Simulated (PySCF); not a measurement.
BeBrI (SMILES [Br][Be][I]), singlet, at a GFN2-xTB geometry (such geometries of metal compounds can be far from the true shape) (core potentials on I); PBE/def2-SVP, polarisability by finite fields (PySCF).

Input for PySCF:
```python
from pyscf import gto, scf, dft

mol = gto.M(
    atom='''
Be   -0.000000   -0.000000   -0.525984
Br   -0.000000   -0.000000   -2.474230
I     0.000000    0.000000    1.673622
''',
    basis='def2-svp',
    ecp={'I': 'def2-svp'},
    charge=0,
    spin=0,
    verbose=4,
)

mf = dft.RKS(mol)
mf.xc = 'pbe'
mf.conv_tol = 1e-11
mf.kernel()
h0, z, done = mf.get_hcore(), mol.intor('int1e_r')[2], []
def energy(F):
    f = mf.copy()
    f.scf_summary = {}
    f.get_hcore = lambda *a: h0 + F * z
    e = f.kernel(mf.make_rdm1())
    done.append(f.converged)
    return e
F = 0.001
alpha = -(energy(F) + energy(-F) - 2 * mf.e_tot) / F**2
print('alpha_zz =', alpha)
```

### Question
Predict the main parts of the log of this PySCF run.

### Answer

```
PySCF version 2.14.0

[INPUT] verbose = 4
[INPUT] num. atoms = 3
[INPUT] num. electrons = 64
[INPUT] charge = 0
[INPUT] spin (= nelec alpha-beta = 2S) = 0
[INPUT] symmetry False subgroup None
[INPUT] Mole.unit = angstrom
[INPUT] Symbol           X                Y                Z      unit          X                Y                Z       unit  Magmom
[...]
nuclear repulsion = 173.7155200157
number of shells = 27
number of NR pGTOs = 154
number of NR cGTOs = 67
basis = def2-svp
ecp = {'I': 'def2-svp'}

******** <class 'pyscf.dft.rks.RKS'> ********
method = RKS
initial guess = minao
damping factor = 0
level_shift factor = 0
DIIS = <class 'pyscf.scf.diis.CDIIS'>
diis_start_cycle = 1
diis_space = 8
diis_damp = 0
SCF conv_tol = 1e-11
SCF conv_tol_grad = None
SCF max_cycles = 50
direct_scf = True
direct_scf_tol = 1e-13
XC library pyscf.dft.libxc version 7.1.2
    S. Lehtola, C. Steigemann, M. J. T. Oliveira, and M. A. L. Marques,  SoftwareX 7, 1–5 (2018)
XC functionals = pbe
    J. P. Perdew, K. Burke, and M. Ernzerhof,  Phys. Rev. Lett. 77, 3865 (1996)
    J. P. Perdew, K. Burke, and M. Ernzerhof,  Phys. Rev. Lett. 78, 1396 (1997)
    J. P. Perdew, K. Burke, and M. Ernzerhof,  Phys. Rev. Lett. 77, 3865 (1996)
    J. P. Perdew, K. Burke, and M. Ernzerhof,  Phys. Rev. Lett. 78, 1396 (1997)
radial grids:
    Treutler-Ahlrichs [JCP 102, 346 (1995); DOI:10.1063/1.469408] (M4) radial grids

becke partition: Becke, JCP 88, 2547 (1988); DOI:10.1063/1.454033
pruning grids: <function nwchem_prune>
grids dens level: 3
symmetrized grids: False
atomic radii adjust function: <function treutler_atomic_radii_adjust>
small_rho_cutoff = 0
Set gradient conv threshold to 3.16228e-06
Initial guess from minao.
tot grids = 56104
init E= -2854.15375856518

WARN: HOMO -0.579316862869276 == LUMO -0.579316862869245

cycle= 1 E= -2880.10522399429  delta_E=  -26  |g|=  4.2  |ddm|= 10.2
[...]
cycle= 2 E= -2742.06981863513  delta_E=  138  |g|= 11.5  |ddm|= 20.6
[...]
cycle= 3 E= -2885.788519254  delta_E= -144  |g|= 0.81  |ddm|= 18.6
[...]
cycle= 4 E= -2884.1697776913  delta_E= 1.62  |g|= 2.16  |ddm|= 3.42
[...]
cycle= 5 E= -2885.95015422427  delta_E= -1.78  |g|= 0.182  |ddm|= 2.52
[...]
cycle= 6 E= -2885.96275013941  delta_E= -0.0126  |g|= 0.0701  |ddm|= 0.352
[...]
cycle= 7 E= -2885.9641240139  delta_E= -0.00137  |g|= 0.0117  |ddm|= 0.12
[...]
cycle= 8 E= -2885.96416188904  delta_E= -3.79e-05  |g|= 0.00532  |ddm|= 0.023
[...]
[...]
converged SCF energy = -2885.96417314026
[...]
[...]
cycle= 6 E= -2886.05277674316  delta_E= -2.68e-09  |g|= 1.03e-05  |ddm|= 0.000138
[...]
cycle= 7 E= -2886.05277674319  delta_E= -2.64e-11  |g|= 1.78e-06  |ddm|= 1.57e-05
[...]
cycle= 8 E= -2886.05277674318  delta_E= 3.18e-12  |g|= 3.76e-07  |ddm|= 3.43e-06
[...]
Extra cycle  E= -2886.05277674318  delta_E= -1.36e-12  |g|= 4.42e-07  |ddm|= 1.36e-06
converged SCF energy = -2886.05277674318

******** <class 'pyscf.dft.rks.RKS'> ********
method = RKS
initial guess = minao
damping factor = 0
level_shift factor = 0
DIIS = <class 'pyscf.scf.diis.CDIIS'>
diis_start_cycle = 1
diis_space = 8
diis_damp = 0
SCF conv_tol = 1e-11
SCF conv_tol_grad = None
SCF max_cycles = 50
direct_scf = True
direct_scf_tol = 1e-13
XC library pyscf.dft.libxc version 7.1.2
    S. Lehtola, C. Steigemann, M. J. T. Oliveira, and M. A. L. Marques,  SoftwareX 7, 1–5 (2018)
XC functionals = pbe
    J. P. Perdew, K. Burke, and M. Ernzerhof,  Phys. Rev. Lett. 77, 3865 (1996)
    J. P. Perdew, K. Burke, and M. Ernzerhof,  Phys. Rev. Lett. 78, 1396 (1997)
    J. P. Perdew, K. Burke, and M. Ernzerhof,  Phys. Rev. Lett. 77, 3865 (1996)
    J. P. Perdew, K. Burke, and M. Ernzerhof,  Phys. Rev. Lett. 78, 1396 (1997)
radial grids:
    Treutler-Ahlrichs [JCP 102, 346 (1995); DOI:10.1063/1.469408] (M4) radial grids

becke partition: Becke, JCP 88, 2547 (1988); DOI:10.1063/1.454033
pruning grids: <function nwchem_prune>
grids dens level: 3
symmetrized grids: False
atomic radii adjust function: <function treutler_atomic_radii_adjust>
small_rho_cutoff = 0
Set gradient conv threshold to 3.16228e-06
init E= -2885.87561535946
[...]
cycle= 1 E= -2885.87560013251  delta_E= 1.52e-05  |g|= 0.0111  |ddm|= 0.0409
[...]
cycle= 2 E= -2885.8755141696  delta_E= 8.6e-05  |g|= 0.0188  |ddm|= 0.0498
[...]
cycle= 3 E= -2885.87566039143  delta_E= -0.000146  |g|= 0.00149  |ddm|= 0.0296
[...]
cycle= 4 E= -2885.87566106934  delta_E= -6.78e-07  |g|= 0.000419  |ddm|= 0.00212
[...]
cycle= 5 E= -2885.87566114262  delta_E= -7.33e-08  |g|= 9.76e-05  |ddm|= 0.000684
[...]
cycle= 6 E= -2885.87566114597  delta_E= -3.36e-09  |g|= 1e-05  |ddm|= 0.000147
[...]
cycle= 7 E= -2885.87566114601  delta_E= -3.32e-11  |g|= 1.74e-06  |ddm|= 1.49e-05
[...]
cycle= 8 E= -2885.87566114601  delta_E= 9.09e-13  |g|= 3.94e-07  |ddm|= 3.21e-06
[...]
Extra cycle  E= -2885.875661146  delta_E= 2.27e-12  |g|= 5.18e-07  |ddm|= 1.47e-06
converged SCF energy = -2885.875661146
alpha_zz = 91.60866193269612
```
